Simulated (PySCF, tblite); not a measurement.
Compound: C5H9O3 (doublet state).
Atom-mapped SMILES: `[CH3:1][O:2][C@@H:3]1[O:4][CH2:5][O:6][C:7]1[CH3:8]` (hydrogens: H9, H10, H11 on C1; H12 on C3; H13, H14 on C5; H15, H16, H17 on C8)

Jobs on this species (17 atoms, 63 electrons) with PySCF (density fitting) and tblite. Hardware of each: an Arm Neoverse V1 with one thread, shared host. Other jobs ran on the host; a repeat could differ by tens of per cent or more.

Problem. Rank these jobs by wall time, shortest first.
A. UKS B3LYP, pcH-1 on C H O, non-relativistic, mean-field spin-orbit, GIAO; unrestricted SCF, g, hyperfine, density and orbital grids written; 290 basis functions
B. GFN2-xTB; Hessian by finite differences
C. GFN2-xTB; L-BFGS relaxation

Solution. B (0.52 s), C (1.1 s), A (86 s).

All jobs:

```tsv
level and settings	work	basis functions	SCF cycles	wall time
GFN2-xTB	Hessian by finite differences	–	–	0.52 s
GFN2-xTB	L-BFGS relaxation	–	–	1.1 s
UKS B3LYP, pcH-1 on C H O, non-relativistic, mean-field spin-orbit, GIAO	unrestricted SCF, g, hyperfine, density and orbital grids written	290	12	86 s
```

Problem. What do all jobs in the table cost together?

Solution. About 88 s; the longest takes about 98 % of that, and about 170 times as long as the shortest.
